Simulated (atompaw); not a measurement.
# Reading a pseudo-wave (Si (Z = 14))

Columns: radius, all-electron u(r) and pseudo u(r) of the 3p shell (level -4.23 eV) of silicon in the configuration [Ne] 3s1.75 3p2.25; PBE, scalar-relativistic, PAW (atompaw) scheme, atompaw 4.2.0.5.

```tsv
r (bohr)	all-electron	pseudo
0.088	-0.0856	0.0039
0.177	-0.1955	0.0157
0.265	-0.2530	0.0348
0.354	-0.2573	0.0609
0.442	-0.2223	0.0927
0.531	-0.1617	0.1299
0.619	-0.0882	0.1706
0.708	-0.0079	0.2145
0.796	0.0720	0.2594
0.885	0.1500	0.3052
0.973	0.2222	0.3497
1.062	0.2892	0.3929
1.150	0.3489	0.4330
1.238	0.4020	0.4699
1.327	0.4494	0.5034
1.415	0.4900	0.5323
1.504	0.5251	0.5574
1.592	0.5540	0.5780
1.681	0.5777	0.5948
1.769	0.5960	0.6075
1.858	0.6098	0.6170
1.946	0.6193	0.6233
2.035	0.6250	0.6269
2.123	0.6273	0.6279
2.212	0.6266	0.6267
2.300	0.6233	0.6233
```

How many radial nodes do the two functions have?

The all-electron 3p function has n − l − 1 = 1; the pseudo-wave has 0, since the states of the same l below it are removed with the core.

Where does each function peak?

Outermost all-electron maximum near 2.12 bohr, pseudo maximum near 2.12 bohr (to the table’s step).

Is the pseudo-wave norm-conserving?

No, it belongs to a PAW set: the norm inside the radius is not constrained, and the difference is carried by the augmentation charge.
